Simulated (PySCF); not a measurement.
Si(H)(F)(Me)(OMe) (C2H7FOSi), SMILES CO[SiH](C)F.

Coordinates come from a B3LYP-D3(BJ)/def2-SVP optimisation. The structure was generated by enumeration, and PubChem lists no compound with its InChIKey, so it may never have been made. One conformer was computed; it need not be the lowest.

These are TDDFT-LC-ωPBE/def2-SVPD (PySCF) values and carry that method's errors.

Vertical excitations. Gas-phase values at a fixed geometry.

Problem. List the lowest excited states. (The exact figures need the calculation; the answer reports its results.)

Solution. 
```csv
state,energy (eV),λ (nm),f,main pairs
S1,8.61,144,0.006,"HOMO→LUMO 42 %, HOMO→LUMO+4 27 %, HOMO→LUMO+1 15 %"
S2,8.90,139,0.020,"HOMO→LUMO+2 53 %, HOMO−1→LUMO+2 12 %"
S3,9.05,137,0.016,"HOMO−1→LUMO 33 %, HOMO−1→LUMO+4 25 %, HOMO−1→LUMO+1 15 %, HOMO−2→LUMO 6 %"
S4,9.35,133,0.016,"HOMO→LUMO+1 21 %, HOMO−1→LUMO 18 %, HOMO−1→LUMO+2 13 %, HOMO→LUMO 11 %"
S5,9.44,131,0.087,"HOMO→LUMO+4 39 %, HOMO→LUMO 15 %, HOMO−1→LUMO+1 9 %, HOMO−2→LUMO+1 8 %"
S6,9.63,129,0.175,"HOMO−1→LUMO+2 23 %, HOMO→LUMO+1 18 %, HOMO→LUMO+2 13 %, HOMO→LUMO+4 8 %"
S7,9.79,127,0.046,"HOMO−2→LUMO 31 %, HOMO−1→LUMO+4 18 %, HOMO−2→LUMO+4 9 %, HOMO→LUMO+3 7 %"
S8,9.94,125,0.053,"HOMO−1→LUMO+4 22 %, HOMO−1→LUMO 13 %, HOMO−2→LUMO+4 10 %, HOMO→LUMO+3 9 %"
S9,9.98,124,0.025,"HOMO−1→LUMO+1 26 %, HOMO−2→LUMO+2 13 %, HOMO→LUMO 10 %, HOMO−2→LUMO+4 8 %"
S10,10.06,123,0.087,"HOMO−2→LUMO+2 39 %, HOMO−1→LUMO+2 14 %, HOMO→LUMO+3 8 %, HOMO−1→LUMO+1 7 %"
T1,8.19,151,0,"HOMO→LUMO+4 43 %, HOMO→LUMO 19 %, HOMO→LUMO+2 11 %, HOMO→LUMO+1 10 %"
T2,8.34,149,0,"HOMO→LUMO+2 38 %, HOMO−1→LUMO+2 12 %, HOMO→LUMO+6 7 %, HOMO→LUMO 7 %"
T3,8.58,145,0,"HOMO−1→LUMO+4 34 %, HOMO−1→LUMO 17 %, HOMO−1→LUMO+1 14 %, HOMO→LUMO 6 %"
T4,8.88,140,0,"HOMO−1→LUMO+2 21 %, HOMO→LUMO+1 14 %, HOMO→LUMO+4 13 %, HOMO→LUMO 8 %"
```
Triplets are in the Tamm–Dancoff approximation, which puts them higher than full response would, so one can lie above its singlet here.
